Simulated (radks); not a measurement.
Task: Excited configurations of K II: one electron is placed in a higher orbital outside [Ne] 3s2 3p5. The ground configuration is [Ar]. Calculated with a radial shooting solver on a logarithmic mesh with Libxc functionals: scalar-relativistic Kohn-Sham, SCAN, spin-unpolarised, spherical densities, finite nucleus; meta-GGA in the generalised Kohn-Sham scheme; Fermi nuclear charge, rms radius 3.4349 fm. Excitation = E - E(ground); binding = E(ion) - E, where the ion is the core of charge +2; n* = 2/sqrt(2 binding) in atomic units, and the quantum defect is n - n*.

| outer orbital | excitation (eV) | binding (eV) | n* | quantum defect | eigenvalue (eV) | <r> (bohr) |
|---|---|---|---|---|---|---|
| 4p | 24.489 | 8.024 | 2.604 | 1.396 | -6.139 | 4.679 |
| 4d | 27.721 | 4.792 | 3.370 | 0.630 | -3.535 | 7.014 |
| 4f | 29.250 | 3.262 | 4.084 | -0.084 | -2.340 | 9.218 |
| 5s | 27.309 | 5.204 | 3.234 | 1.766 | -4.157 | 7.929 |
| 5p | 28.335 | 4.178 | 3.609 | 1.391 | -3.338 | 9.334 |
| 5f | 30.352 | 2.160 | 5.019 | -0.019 | -1.662 | 15.85 |
| 6p | 29.912 | 2.601 | 4.574 | 1.426 | -2.107 | 15.47 |
| 7d | 31.152 | 1.361 | 6.325 | 0.675 | -1.114 | 28.67 |

Estimate the row for 5d.

Result: excitation (eV) 29.629; binding (eV) 2.884; n* 4.344; quantum defect 0.656; eigenvalue (eV) -2.247; <r> (bohr) 12.74. The Delta-SCF ionisation energy is 32.513 eV (NIST Atomic Spectra Database: 31.625 eV, measured). Self-interaction in the functional shifts the binding energies and quantum defects, so they are the method's values and not measured ones. Spin polarisation and multiplet splitting are left out, so open shells lie too high by an amount that depends on their filling.

Beside tabulated values, note that spin-unpolarised runs miss the spin-polarisation part of the exchange energy of open shells.
